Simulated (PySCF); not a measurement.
## `C#C[C@@H]1[C@H](Br)[Si]1(C)C`, C₆H₉BrSi

Cartesian coordinates in Å; atom numbers follow the order of the lines, from 1:
```xyz
17

C     2.042   -2.023   -1.537
C     1.750   -1.037   -0.921
C     1.361    0.093   -0.153
C     0.897   -0.137    1.308
Br    0.950   -1.964    1.976
Si   -0.491    0.462    0.161
C    -1.751   -0.822   -0.414
C    -1.038    2.264    0.338
H     2.322   -2.875   -2.080
H     2.067    0.915   -0.252
H     1.375    0.499    2.043
H    -2.091   -0.614   -1.424
H    -2.622   -0.832    0.236
H    -1.311   -1.815   -0.406
H    -1.304    2.680   -0.628
H    -0.254    2.880    0.765
H    -1.910    2.338    0.979
```

Computed with TDDFT BHandHLYP/def2-SVPD circular dichroism and optical rotation, one conformer, gas phase in PySCF 2.14.0. Geometry: GFN2-xTB.

The calculation is non-relativistic, which matters for the atoms heavier than Zn.

Q: Assign R or S to each stereocentre.

A: C3 R, C4 S.

Q: Which excitations and rotatory strengths does the calculation give?

A: Rotatory strengths R in 10⁻⁴⁰ esu² cm², velocity form and length form (origin at the centre of mass); f in length form.
| state | E (eV) | λ (nm) | f | R (velocity) | R (length) | main |
| --- | --- | --- | --- | --- | --- | --- |
| 1 | 5.23 | 237 | 0.030 | +17.6 | +14.5 | HOMO→LUMO+1 0.41, HOMO→LUMO 0.31 |
| 2 | 5.83 | 213 | 0.002 | +3.5 | +3.1 | HOMO→LUMO+1 0.18, HOMO→LUMO+2 0.17 |
| 3 | 5.94 | 209 | 0.010 | +3.6 | +5.0 | HOMO→LUMO 0.25, HOMO−1→LUMO+1 0.18 |
| 4 | 6.05 | 205 | 0.040 | -4.9 | -6.6 | HOMO→LUMO 0.18, HOMO→LUMO+2 0.17 |
| 5 | 6.38 | 194 | 0.058 | +12.8 | +15.2 | HOMO→LUMO+2 0.14, HOMO−3→LUMO+1 0.12 |
| 6 | 6.42 | 193 | 0.036 | -6.4 | -7.1 | HOMO→LUMO+1 0.11, HOMO−2→LUMO+1 0.10 |
| 7 | 6.54 | 190 | 0.005 | +5.3 | +5.4 | HOMO−1→LUMO 0.13, HOMO−1→LUMO+2 0.13 |
| 8 | 6.76 | 183 | 0.033 | +22.1 | +21.2 | HOMO→LUMO+2 0.21, HOMO−1→LUMO+1 0.16 |
| 9 | 6.86 | 181 | 0.021 | -4.5 | -3.8 | HOMO→LUMO+3 0.53, HOMO→LUMO+5 0.12 |
| 10 | 7.03 | 176 | 0.014 | +13.4 | +11.9 | HOMO−1→LUMO 0.20, HOMO−1→LUMO+1 0.13 |
| 11 | 7.09 | 175 | 0.008 | -15.9 | -15.8 | HOMO→LUMO+4 0.48, HOMO−2→LUMO 0.10 |
| 12 | 7.21 | 172 | 0.021 | +16.6 | +15.5 | HOMO→LUMO+4 0.23, HOMO−2→LUMO 0.15 |

Among the states computed, the strongest CD band (largest |R|) is state 8. The largest dissymmetry factor in size, g = 4R/(D+G), with D and G the electric and magnetic dipole strengths, is -0.018 for state 11 (velocity form, f = 0.009), among bands with |R| over 0.5. The mirror image has the same energies and oscillator strengths and all R with the opposite sign.
